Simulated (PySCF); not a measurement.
**Si(vinyl)3(NiPr2): computed shieldings and shifts**

Si(vinyl)3(NiPr2), C12H23NSi, point group C1.

Geometry:
| atom | x (Å) | y (Å) | z (Å) |
| --- | --- | --- | --- |
| Si1 | 0.580 | 0.797 | 0.297 |
| C2 | 0.299 | 1.185 | 2.113 |
| C3 | 1.303 | 1.430 | 2.964 |
| H4 | -0.724 | 1.281 | 2.499 |
| H5 | 2.351 | 1.371 | 2.649 |
| H6 | 1.126 | 1.701 | 4.012 |
| C7 | 2.414 | 0.509 | 0.023 |
| C8 | 3.242 | 1.420 | -0.500 |
| H9 | 2.838 | -0.454 | 0.342 |
| H10 | 2.874 | 2.398 | -0.832 |
| H11 | 4.317 | 1.239 | -0.620 |
| C12 | 0.070 | 2.316 | -0.690 |
| C13 | -0.133 | 3.528 | -0.161 |
| H14 | -0.077 | 2.201 | -1.774 |
| H15 | -0.005 | 3.711 | 0.912 |
| H16 | -0.435 | 4.391 | -0.766 |
| N17 | -0.259 | -0.645 | -0.220 |
| C18 | 0.200 | -1.279 | -1.456 |
| C19 | 0.536 | -2.755 | -1.256 |
| C20 | -0.755 | -1.069 | -2.631 |
| C21 | -1.526 | -1.118 | 0.332 |
| C22 | -1.349 | -1.789 | 1.693 |
| C23 | -2.600 | -0.032 | 0.359 |
| H24 | 1.145 | -0.774 | -1.725 |
| H25 | -0.357 | -3.339 | -0.982 |
| H26 | 0.947 | -3.195 | -2.178 |
| H27 | 1.278 | -2.873 | -0.453 |
| H28 | -1.728 | -1.557 | -2.458 |
| H29 | -0.943 | 0.003 | -2.795 |
| H30 | -0.338 | -1.493 | -3.558 |
| H31 | -1.896 | -1.899 | -0.353 |
| H32 | -0.974 | -1.079 | 2.445 |
| H33 | -0.619 | -2.609 | 1.622 |
| H34 | -2.302 | -2.203 | 2.060 |
| H35 | -3.559 | -0.431 | 0.726 |
| H36 | -2.317 | 0.804 | 1.016 |
| H37 | -2.757 | 0.382 | -0.647 |

GIAO calculations in PySCF 2.14 on the PBE0-D3(BJ)/def2-SVP structure: isolated species, non-relativistic, equivalent atoms averaged; basis pcSseg-1.

Task: Give the isotropic shieldings (ppm) with B3LYP, PBE0.

Result: 
```
                                          atoms                            environment  B3LYP   PBE0
                                            Si1               silicon bonded to 3 C, N  356.4  368.8
                                            N17             nitrogen bonded to 2 C, Si  189.6  196.7
                                      C2/C7/C12              carbon bonded to C, Si, H   32.0   38.2
                                      C3/C8/C13                carbon bonded to C, 2 H   35.0   38.7
                                        C18/C21             carbon bonded to 2 C, N, H  130.5  137.3
                                C19/C20/C22/C23                carbon bonded to C, 3 H  153.1  158.8
                                      H4/H9/H14   hydrogen on a carbon bonded to C, Si  24.99  24.76
                          H5/H6/H10/H11/H15/H16       hydrogen on a carbon bonded to C  25.27  25.01
                                        H24/H31  hydrogen on a carbon bonded to 2 C, N  28.33  28.21
H25/H26/H27/H28/H29/H30/H32/H33/H34/H35/H36/H37       hydrogen on a carbon bonded to C  30.24  30.14
                             HOMO–LUMO gap (eV)                                      –   5.29   5.70
```

Task: And the chemical shifts, against references computed in the same way?

Result: 
```json
{"atoms": "Si1", "nucleus, reference": "²⁹Si, TMS", "B3LYP": "-18.5", "PBE0": "-16.8"}
{"atoms": "N17", "nucleus, reference": "¹⁵N, NH3", "B3LYP": "73.9", "PBE0": "69.0"}
{"atoms": "C2/C7/C12", "nucleus, reference": "¹³C, TMS", "B3LYP": "147.3", "PBE0": "146.2"}
{"atoms": "C3/C8/C13", "nucleus, reference": "¹³C, TMS", "B3LYP": "144.2", "PBE0": "145.7"}
{"atoms": "C18/C21", "nucleus, reference": "¹³C, TMS", "B3LYP": "48.7", "PBE0": "47.2"}
{"atoms": "C19/C20/C22/C23", "nucleus, reference": "¹³C, TMS", "B3LYP": "26.1", "PBE0": "25.6"}
{"atoms": "H4/H9/H14", "nucleus, reference": "¹H, TMS", "B3LYP": "6.39", "PBE0": "6.51"}
{"atoms": "H5/H6/H10/H11/H15/H16", "nucleus, reference": "¹H, TMS", "B3LYP": "6.11", "PBE0": "6.26"}
{"atoms": "H24/H31", "nucleus, reference": "¹H, TMS", "B3LYP": "3.05", "PBE0": "3.05"}
{"atoms": "H25/H26/H27/H28/H29/H30/H32/H33/H34/H35/H36/H37", "nucleus, reference": "¹H, TMS", "B3LYP": "1.14", "PBE0": "1.12"}
```

Task: Which part of the shielding of Si1 depends on the functional?

Result: Diamagnetic: B3LYP 889, PBE0 889 ppm; paramagnetic: B3LYP -533, PBE0 -520 ppm. The diamagnetic part, set mainly by inner electrons, hardly moves; the paramagnetic part goes with low-lying magnetically allowed excitations and carries the spread.

Experimental scales use liquid or dissolved standards, which lie at an offset from isolated NH3 (liquid NH3: subtract about 20 ppm).
